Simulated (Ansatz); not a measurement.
Sn₂Se⁺. Total charge 1; doublet. Geometry relaxed at r2SCAN-D4/def2-TZVP.

```xyz
3

Sn   -0.970   -1.412    0.124
Sn    1.623    0.313   -0.465
Se   -0.654    1.099    0.341
```

In the def2 sets Sn takes a core potential; there is no spin–orbit coupling. The relaxation made no stability test and no search for a lower SCF solution. The structure comes from a short search, and lower isomers may exist.

Question: Estimate the harmonic wavenumbers at UKS r2SCAN-D4/def2-TZVP (Ansatz, unscaled). Is this a minimum?

Answer: 97, 191, 264 cm⁻¹. Yes, no mode is imaginary beyond noise. Zero-point energy 3.3 kJ/mol. Run time 20 s (4 threads of Arm Neoverse V2 on a shared host).
